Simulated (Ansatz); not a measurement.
`[F][Ga]([F])[Br]` + NH₃ → `[NH2][Ga]([F])[F]` + HBr at 700 K and 1 bar (ligand exchange at a Ga–Br bond).

Isolated molecules relaxed with PBE0-D4/def2-TZVP in Ansatz; ΔE leaves out vibrations. CCSD(T)/CBS adds triple-zeta CCSD(T) − MP2 to the extrapolated MP2 energy (def2 sets, frozen cores). This one scheme is used for every species. For Br, Ga outer-core shells are correlated without core-valence functions, which leaves a few kJ/mol of doubt a bond. Scalar relativity is left out up to krypton. Each species was taken in one conformer, which may not be the lowest.

```tsv
species	CCSD(T)/CBS energy (Eh)	H − E (kJ/mol)	S (J/(mol·K))
`[F][Ga]([F])[Br]`	-4696.97905	60.6	389.2
NH₃	-56.50880	116.9	226.5
`[NH2][Ga]([F])[F]`	-2179.54122	134.6	403.9
HBr	-2573.91920	36.5	223.7
```

H − E and S are ideal-gas, rigid-rotor, harmonic terms from PBE0-D4/def2-TZVP, for one conformer and one mirror image of each species. 1 Eh = 2625.50 kJ/mol, R = 8.31446 J/(mol·K).

Q: By hand: ΔE, ΔH, ΔS and ΔG.

A: ΔE = (-2179.54122) + (-2573.91920) − (-4696.97905) − (-56.50880) = 0.02743 Eh = 72.0 kJ/mol. Δ(H − E) = 134.6 + 36.5 − 60.6 − 116.9 = -6.4, so ΔH = 65.6 kJ/mol. ΔS = 403.9 + 223.7 − 389.2 − 226.5 = 11.9 J/(mol·K). ΔG = 65.6 − 700 × (11.9)/1000 = 57.3 kJ/mol.

Q: By hand: the equilibrium constant, and the temperature at which ΔG would vanish if ΔH and ΔS stayed fixed.

A: log₁₀ K = −ΔG/(RT ln 10) = -4.3. ΔG = 0 at ΔH/ΔS = 5513 K, far beyond where these terms or the molecules hold.

The number of gas molecules stays the same, so ΔS is small and ΔH decides. A doubt of 5 kJ/mol in ΔE shifts log₁₀ K by 0.4 here. Other conformers and mirror images would add mixing entropy, several J/(mol·K) or more a flexible species. These are equilibria of isolated gas molecules and say nothing of rates. Largest T1 diagnostic: 0.014 (customary marks: 0.02 for closed shells, 0.045 for open ones).
